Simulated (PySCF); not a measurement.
## Löwdin shares of the frontier orbitals

Compound: C5H8FN.
Structure used (PBE0-D3(BJ)/def2-SVP), in Å, numbered top down from 1:
```
atom  x, y, z in Å
C1    -2.0049    0.6540   -0.0319
C2    -0.5286    0.6942   -0.3928
C3     0.0711   -0.6953   -0.5570
C4     1.5477   -0.6895   -0.9148
F5     1.9917   -1.9732   -1.0973
C6     2.3619   -0.0434    0.1287
N7     2.9801    0.4724    0.9586
H8    -2.1681    0.1219    0.9184
H9    -2.4155    1.6681    0.0798
H10   -2.5948    0.1378   -0.8057
H11   -0.3898    1.2659   -1.3271
H12    0.0278    1.2438    0.3852
H13   -0.0530   -1.2840    0.3666
H14   -0.4444   -1.2479   -1.3593
H15    1.7126   -0.1337   -1.8557
```

Method used: PySCF, TDDFT CAM-B3LYP/def2-SVPD, vertical, gas phase, core orbitals frozen in the response.

Frontier orbitals with the atoms that hold most of them (Löwdin shares over 4%, at most four atoms; ? is withheld):

| orbital | ε (eV) | atoms |
| --- | --- | --- |
| HOMO-3 | -11.69 | N7 34%, C6 28%, C3 9%, C2 7% |
| HOMO-2 | -11.63 | C2 18%, C1 17%, C3 13%, N7 10% |
| HOMO-1 | -11.28 | C2 24%, C1 15%, H12 11%, H11 9% |
| HOMO | -11.06 | ? |
| LUMO | 0.76 | ? |
| LUMO+1 | 1.02 | N7 14%, C1 12%, C6 12%, C3 10% |
| LUMO+2 | 1.57 | C1 21%, H15 13%, H8 11%, H9 8% |

Question: Which atoms hold the HOMO, and with what shares?

Answer: N7 (bonded to C) 29%; C6 (bonded to C and N) 20%; C4 (bonded to 2 C, F and H) 12%; C3 (bonded to 2 C and 2 H) 11%. By element: carbon 43% or more, nitrogen 29%.

Question: Give the leading atoms of the LUMO.

Answer: C6 (bonded to C and N) 23%; N7 (bonded to C) 22%; C4 (bonded to 2 C, F and H) 19%; F5 (bonded to C) 12%. By element: carbon 42% or more, nitrogen 22%, fluorine 12%.

Question: The HOMO–LUMO gap is 11.82 eV. Where does the response calculation put the lowest singlet, and from which orbitals?

Answer: S1 is at 7.22 eV (f = 0.0002), 4.60 eV below the gap, made of HOMO→LUMO (57%), HOMO→LUMO+1 (13%). Without the coupling terms of the response equations the lowest excitation would equal the gap.

Next come S2 at 7.86 eV (f 0.0024), HOMO-3→LUMO (27%), HOMO→LUMO+1 (11%), HOMO→LUMO+3 (11%); S3 at 8.12 eV (f 0.0004), HOMO-3→LUMO+3 (19%), HOMO-3→LUMO+1 (16%), HOMO-3→LUMO+5 (9%); S4 at 8.66 eV (f 0.013), HOMO-4→LUMO (45%), HOMO-5→LUMO (19%); S5 at 8.98 eV (f 0.014), HOMO→LUMO (27%), HOMO-5→LUMO (24%), HOMO-3→LUMO (9%).

Löwdin shares depend on the basis, the more so with diffuse functions.

The run took about 50 s of CPU time (one thread, shared machine).

One conformer stands for the species.
